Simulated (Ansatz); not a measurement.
`[Cl][GaH2]` + H₂S → `[SH][GaH2]` + HCl at 298.15 K and 1 bar (ligand exchange at a Ga–Cl bond).

Gas-phase electronic energies from Ansatz, PBE0-D4/def2-TZVP geometries. CCSD(T)/CBS adds triple-zeta CCSD(T) − MP2 to the extrapolated MP2 energy (def2 sets, frozen cores). This one scheme is used for every species. For Ga outer-core shells are correlated without core-valence functions, which leaves a few kJ/mol of doubt a bond. Scalar relativity is left out up to krypton.

```json
{"species": "`[Cl][GaH2]`", "CCSD(T)/CBS energy (Eh)": "-2384.95520", "H − E (kJ/mol)": "49.7", "S (J/(mol·K))": "264.5"}
{"species": "H₂S", "CCSD(T)/CBS energy (Eh)": "-398.97279", "H − E (kJ/mol)": "49.9", "S (J/(mol·K))": "205.7"}
{"species": "`[SH][GaH2]`", "CCSD(T)/CBS energy (Eh)": "-2323.53734", "H − E (kJ/mol)": "73.1", "S (J/(mol·K))": "277.9"}
{"species": "HCl", "CCSD(T)/CBS energy (Eh)": "-460.38127", "H − E (kJ/mol)": "26.6", "S (J/(mol·K))": "186.8"}
```

H − E and S are ideal-gas, rigid-rotor, harmonic terms from PBE0-D4/def2-TZVP. 1 Eh = 2625.50 kJ/mol, R = 8.31446 J/(mol·K).

Question: By hand: ΔE, ΔH, ΔS and ΔG.

Answer: ΔE = (-2323.53734) + (-460.38127) − (-2384.95520) − (-398.97279) = 0.00938 Eh = 24.6 kJ/mol. Δ(H − E) = 73.1 + 26.6 − 49.7 − 49.9 = 0.1, so ΔH = 24.7 kJ/mol. ΔS = 277.9 + 186.8 − 264.5 − 205.7 = -5.5 J/(mol·K). ΔG = 24.7 − 298.15 × (-5.5)/1000 = 26.3 kJ/mol.

Question: By hand: the equilibrium constant, and the temperature at which ΔG would vanish if ΔH and ΔS stayed fixed.

Answer: log₁₀ K = −ΔG/(RT ln 10) = -4.6. ΔH and −TΔS have one sign here, so there is no such temperature. One of them is within its doubt of zero, so this could turn.

The number of gas molecules stays the same, so ΔS is small and ΔH decides. A doubt of 5 kJ/mol in ΔE shifts log₁₀ K by 0.9 here. These are equilibria of isolated gas molecules and say nothing of rates. Largest T1 diagnostic: 0.013 (customary marks: 0.02 for closed shells, 0.045 for open ones).
